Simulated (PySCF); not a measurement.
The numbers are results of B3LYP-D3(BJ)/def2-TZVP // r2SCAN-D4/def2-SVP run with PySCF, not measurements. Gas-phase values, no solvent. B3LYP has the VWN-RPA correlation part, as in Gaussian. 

Reference species: [Hf(Cl)4] (neutral, multiplicity 1).

```
Quantity                                                         Value
------------------------------------------------------------  --------
charge on the central atom (Mulliken)                           1.21 e
HOMO–LUMO gap                                                  7.00 eV
HOMO                                                          -9.42 eV
mean distance from the central atom to its bonded neighbours   2.333 Å
```

After one change: the charge on the central atom (Mulliken) falls by 0.39 e; the HOMO–LUMO gap decreases by 1.07 eV; the HOMO goes up by 1.15 eV; the mean distance from the central atom to its bonded neighbours falls by 0.486 Å.

Name the change that produced these shifts. The new species is one of these.
(A) [Hf(Cl)3(H)]
(B) [Hf(Cl)2(H)2]
(C) [Hf(Cl)(H)3]
(D) [Hf(H)4]

D, [Hf(H)4]
